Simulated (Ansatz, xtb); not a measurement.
## A geometry optimisation of F3H3OSiSn with r2SCAN-D4/def2-SVP

The starting geometry of this gas-phase singlet was built from a drawn formula by distance geometry and a force field; its bonds are those of `O[SiH2][Sn]([F])([F])[F]`.

```xyz
9

F    -1.4253    2.2100   -0.9777
F    -3.0288    2.1326    1.7434
F     0.1248    1.7066    1.7649
O    -0.4852   -1.7622   -0.3639
Si   -1.8477   -1.0955    0.4875
Sn   -1.5358    1.4456    0.7966
H     0.2681   -1.5098    0.2037
H    -3.0835   -1.3633   -0.2528
H    -1.9184   -1.7150    1.7998
```

**Question.** Predict what it relaxes into with r2SCAN-D4/def2-SVP.

**Answer.** It keeps its bonds, and is `O[SiH2][Sn]([F])([F])[F]`.

The energy falls by 0.48 eV over 31 steps:

```
step  E − E(last) (eV)
   1             0.481
   4             0.099
   8             0.084
  11             0.079
  14             0.073
  18             0.014
  21             0.003
  24             0.001
  28             0.000
  31             0.000
```

Final geometry (Å):

```xyz
9

F    -1.9420    2.5512   -0.7603
F    -2.1994    2.3210    2.2143
F     0.2294    1.0823    0.8212
O    -0.3156   -1.5796    0.4113
Si   -1.9373   -1.3022    0.4441
Sn   -1.7289    1.2714    0.6664
H     0.2433   -0.7928    0.5812
H    -2.6343   -1.6689   -0.8137
H    -2.6469   -1.8333    1.6369
```

From the same start GFN2-xTB ends elsewhere, in pieces: FH3OSi + F2Sn.

The end wasn't checked by frequencies. Atoms past krypton carry core potentials, without spin–orbit terms. Run with Ansatz 0.2.0, 2 min on 2 threads of Arm Neoverse V2, on a shared host.
